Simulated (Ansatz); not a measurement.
Mulliken charges of CH$_{3}$GaS$_{2}$, SMILES `[CH3][Ga]1[S][S]1` from B3LYP/def2-TZVPP in Ansatz (PBE0-D4/def2-TZVP geometry).

| atom | x (Å) | y (Å) | z (Å) | charge (e) |
| --- | --- | --- | --- | --- |
| C1 | -0.621 | 0.930 | -0.427 | -0.396 |
| Ga2 | 0.376 | -0.584 | 0.242 | 0.468 |
| S3 | 2.068 | -1.348 | 1.376 | -0.212 |
| S4 | 0.647 | -2.734 | 0.416 | -0.213 |
| H5 | -1.519 | 0.596 | -0.946 | 0.122 |
| H6 | -0.898 | 1.576 | 0.407 | 0.117 |
| H7 | 0.009 | 1.496 | -1.114 | 0.116 |

Problem. By hand: the dipole of these point charges (1 e Å = 4.8032 D).

Solution. Σ q r = (-0.444, 0.657, -0.295) e Å, of length 0.846 e Å = 4.06 D.

Problem. How does the dipole of the full density compare? (Estimate.)

Solution. The calculation gave: (-0.475, 0.709, -0.317) e Å, 4.37 D; the point charges give 0.93 times that, at 0° from its direction.

Point charges leave out the atoms' own dipoles, such as those of lone pairs, and Mulliken's split depends on the basis, so the close match here is no proof of good charges.

B3LYP here is the variant with VWN-RPA as its local correlation; programs differ in this.
